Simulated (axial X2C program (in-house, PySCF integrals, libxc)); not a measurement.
Values are calculated unless marked as measured or tabulated.
## NaSb⁺: input and output

Program: an in-house all-electron X2C program for linear molecules (integrals from PySCF).

Input file and command:
```json
{
 "zs": [
  51,
  11
 ],
 "q": 1,
 "bas": [
  "dyall-cv3z",
  "dyall-cv3z"
 ],
 "levels": [
  "PBE0",
  "HF",
  "B3LYP"
 ],
 "cc": true,
 "r0": 2.95,
 "thr": -1.0,
 "nmax": 90,
 "npts": 10,
 "nst": 2,
 "ntry": 6
}
```
```bash
python so2c.py task.json out
```

Keys: zs atomic numbers; q charge; bas basis sets; levels methods; cc coupled cluster on or off; r0 starting distance in Å; thr threshold in hartree for freezing inner shells (an s shell follows its p shell); nmax most natural virtual spinors; npts points on the curve; nst determinants followed; ntry starts of the search. HF also brings MP2.

Output of the PBE0 step, two-component, at R = 3.291 Å for the state Ω = 3/2. It starts from the PBE0 orbitals of the search at 3.291 Å.

```
two-component X2C + atomic mean field  PBE0
basis functions 196  fitting functions 974  grid points 5089
iter        total energy     max residual
   1      -6639.942580302     2.15e-05
   2      -6639.942580326     1.06e-05
   3      -6639.942580331     7.02e-06
   4      -6639.942580336     1.76e-06
   5      -6639.942580336     9.10e-07
converged
one-electron -9290.15569192  Coulomb 2749.73678915  exact exchange -45.79270007  xc functional -140.14685418  nuclear repulsion 90.20614261  atomic mean-field constant -3.79026592
```
Energies are in hartree; totals compare only within one Hamiltonian and basis.
